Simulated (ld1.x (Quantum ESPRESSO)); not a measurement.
# Which change was made? (Br, TM semilocal)

bromine (Br), norm-conserving Troullier–Martins (semilocal form), made with ld1.x (Quantum ESPRESSO) 7.5 (PBE, scalar-relativistic). Core [Ar] 3d10, reference 4s1.5 4p5.5. Waves: 4s (bound): rc 1.35 bohr; 4d channel at -0.1 Ry: rc 1.10 bohr; 4p (bound): rc 1.25 bohr. Local part: the p channel. Core correction: none.

Cutoffs, loose and tight: the cutoffs (Ry, on a coarse ladder) from which the occupation-weighted sum of valence levels, in a spherical-Bessel basis at the reference potential, stays within 10 and 1 mRy of its value at 400 Ry. They do not see the model core or the augmentation charge, which bear on the density cutoff. Test errors are all-electron minus pseudo excitation energies from the reference, over the configurations 4s2 4p5; 4s2 4p4; 4s2 4p3; 4s1 4p6; 4s1 4p5; 4s2 4p2; 4s2 4p1; variants that change the core or the reference have their own tests.

The base gives: outcome: generated; cutoff, loose: 80 Ry; cutoff, tight: 140 Ry; bound ghosts: d; largest test error (meV): -63.

Question: After one change the result is: outcome: generated; cutoff, loose: 80 Ry; cutoff, tight: 140 Ry; bound ghosts: none; largest test error (meV): -63. Which change was it?
A. functional LDA (PZ)
B. wave 4d channel at -0.1 Ry: rc 1.10 bohr becomes 4d channel at 0.43 Ry: rc 1.10 bohr
C. core [Ar], valence charge 17; reference 3d10 4s2 4p5; waves now 4s (bound): rc 1.10 bohr; 4p (bound): rc 1.35 bohr; 4f channel at 0.1 Ry: rc 1.40 bohr; 3d (bound): rc 0.90 bohr; local potential the d channel

Answer: B. The others give: core [Ar], valence charge 17; reference 3d10 4s2 4p5; waves now 4s (bound): rc 1.10 bohr; 4p (bound): rc 1.35 bohr; 4f channel at 0.1 Ry: rc 1.40 bohr; 3d (bound): rc 0.90 bohr; local potential the d channel → outcome: generated; bound ghosts: none; largest test error (meV): -462 | functional LDA (PZ) → outcome: generated; cutoff, loose: 80 Ry; cutoff, tight: 160 Ry; bound ghosts: d; largest test error (meV): +153. In the semilocal form every listed channel keeps its own potential, so the choice of the local channel does not act on these tests. It acts once the file is put into the separable form.
